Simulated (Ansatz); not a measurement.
InH3Cl− ([InClH3]-): methods side by side

The species is InH3Cl− (5 atoms), meant as a singlet with charge -1. SMILES: `[H][In-]([H])([H])[Cl]`. Geometry: a GFN2-xTB relaxation, a rough one for these elements and not checked as a minimum.

Each level gives the vertical detachment energy (to the doublet neutral) (eV). The values are calculated.

```json
{"level": "HF/STO-3G", "kind": "Hartree–Fock", "program": "Ansatz", "value (eV)": "1.55", "CPU time (all runs)": "4 s"}
{"level": "SVWN5/STO-3G", "kind": "LDA", "program": "Ansatz", "value (eV)": "0.48", "CPU time (all runs)": "8.6 s"}
{"level": "r2SCAN/STO-3G", "kind": "meta-GGA", "program": "Ansatz", "value (eV)": "0.84", "CPU time (all runs)": "49 s"}
{"level": "B3LYP/STO-3G", "kind": "global hybrid", "program": "Ansatz", "value (eV)": "1.05", "CPU time (all runs)": "17 s"}
{"level": "PBE0/STO-3G", "kind": "global hybrid", "program": "Ansatz", "value (eV)": "1.14", "CPU time (all runs)": "16 s"}
{"level": "CAM-B3LYP/STO-3G", "kind": "range-separated hybrid", "program": "Ansatz", "value (eV)": "1.33", "CPU time (all runs)": "21 s"}
{"level": "B2PLYP/STO-3G", "kind": "double hybrid", "program": "Ansatz", "value (eV)": "1.25", "CPU time (all runs)": "15 s"}
{"level": "CCSDT/STO-3G", "kind": "coupled cluster or CI", "program": "Ansatz", "value (eV)": "1.11", "CPU time (all runs)": "7.6 s"}
```

All-electron rows without a relativistic Hamiltonian named are non-relativistic. Spin-orbit coupling, which can split open shells on such heavy atoms by tenths of an eV, is left out. Sets without diffuse functions describe the anion poorly. The values span 0.48 to 1.55 eV. The coupled-cluster rows rest on a doubtful reference here (large T1 or Brueckner and Hartree–Fock orbitals at odds), and rows may lie in different states. All rows use very small basis sets, so none should be taken for the real molecule's value. In the correlated wave-function rows the outer d shell of In is correlated, in sets not made for it. In so small a basis fixed costs decide the times, and correlated methods can beat functionals. CPU times are rough (shared hosts, several kinds of processor and program).
